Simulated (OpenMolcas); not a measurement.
A calculation on F IV.

```json
{
  "Program": "OpenMolcas 26.06",
  "Method": "SS-CASPT2, IPEA 0.25 Eh, imaginary shift 0.1 Eh (closed shells correlated: 1s 2s)",
  "Basis": "ANO-RCC-VQZP [5s4p3d2f1g]",
  "Scalar Hamiltonian": "DKH2, point nucleus",
  "Active space": "2 electrons in 3 orbitals (2p)",
  "State averaging": "2S+1 = 3 even, 3 roots; 2S+1 = 1 even, 6 roots",
  "Spin-orbit coupling": "state interaction with AMFI integrals over the reference wave functions, term energies averaged over their components"
}
```

Question: Which level of the active space comes out lowest?

Answer: 2s2 2p2 3P0, with 100 % of that term; it is also the measured ground level.

Question: How high does 2s2 2p2 3P2 lie?

Answer: 654 cm-1 above the lowest level; measured 613 cm-1 above the ground level, so the calculation is off by +7 %.

Question: How high does 2s2 2p2 1D2 lie?

Answer: 25600 cm-1 above the lowest level; measured 25241 cm-1 above the ground level, so the calculation is off by +1 %.

Question: How high does 2s2 2p2 1S0 lie?

Answer: 57610 cm-1 above the lowest level; measured 53544 cm-1 above the ground level, so the calculation is off by +8 %.

Measured values: Moore, Atomic Energy Levels, vol. I, NSRDS-NBS 35 (1971 reprint of NBS Circular 467, 1949).

CASPT2 does not keep the components of a term degenerate, so their means are used; among the terms shown or strongly mixed into the levels shown the widest spread is 74 cm-1 (2s2 2p2 1D). With the s shell closed, the reference lacks s² → p² mixing. Measured partners are found by configuration, term and J. A level has none where our copy of the source lacks it or the pairing is in doubt (some pairs that miss far off the trend of their configuration count as doubtful), and it then counts in no deviation. Levels of configurations outside the active space are missing.
